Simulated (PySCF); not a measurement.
# Two-component Hartree-Fock for Ce³⁺ (cerium, charge +3)

Start: [Xe] 4f1; 4f7/2 filled at m_j = +7/2. Calculated with PySCF 2.14 in x2c-SVPall-2c (7s10p9d3f1g, 112 functions): generalised Hartree-Fock with the X2C-1e Hamiltonian and a Gaussian nucleus; one run each with spin-orbit coupling (SO) screened by Boettger's factors, then bare. This is a chosen level, not necessarily the ground level.

| spinor shell | electrons | ε, screened SO (eV) | ε, bare SO (eV) | weight of nominal j (bare SO) | rms radius, bare SO (bohr) |
| --- | --- | --- | --- | --- | --- |
| 1s1/2 | 2 | -40660.5 | -40660.0 | 1.000 | 0.0281 |
| 2s1/2 | 2 | -6640.0 | -6639.9 | 1.000 | 0.114 |
| 2p1/2 | 2 | -6257.0 | -6269.4 | 1.000 | 0.0977 |
| 2p3/2 | 4 | -5806.5 | -5801.7 | 1.000 | 0.104 |
| 3s1/2 | 2 | -1495.0 | -1495.0 | 1.000 | 0.296 |
| 3p1/2 | 2 | -1331.5 | -1334.0 | 1.000 | 0.288 |
| 3p3/2 | 4 | -1240.7 | -1239.8 | 1.000 | 0.301 |
| 3d3/2 | 4 | -957.34 | -959.79 | 1.000 | 0.272 |
| 3d5/2 | 6 | -938.37 | -936.80 | 1.000 | 0.276 |
| 4s1/2 | 2 | -341.31 | -341.32 | 1.000 | 0.676 |
| 4p1/2 | 2 | -277.85 | -278.41 | 0.997 | 0.699 |
| 4p3/2 | 4 | -258.56 | -258.36 | 0.999 | 0.727 |
| 4d5/2 | 6 | -149.20 | -148.95 | 0.976 | 0.806 |
| 4d3/2 | 4 | -151.93 | -152.36 | 0.964 | 0.794 |
| 5s1/2 | 2 | -73.902 | -73.906 | 1.000 | 1.62 |
| 5p1/2 | 2 | -53.923 | -54.007 | 0.972 | 1.78 |
| 5p3/2 | 4 | -50.819 | -50.793 | 0.986 | 1.86 |
| 4f7/2 | 1 | -37.828 | -37.686 | 1.000 | 1.15 |

```tsv
quantity	screened SO	bare SO
E (hartree)	-8856.87490	-8857.18029
M_J	7/2	7/2
⟨J²⟩	15.760	15.760
⟨L²⟩	12.050	12.054
⟨S²⟩	0.791	0.796
```

Each row is a mean over spinors that exchange with the open shell spreads, by up to 7.089 eV (4d5/2).

Breit and QED terms are absent; they matter most for the inner s and p1/2 levels.

Densities and radii are taken from the X2C orbitals without a picture-change correction, which distorts them close to the nucleus.
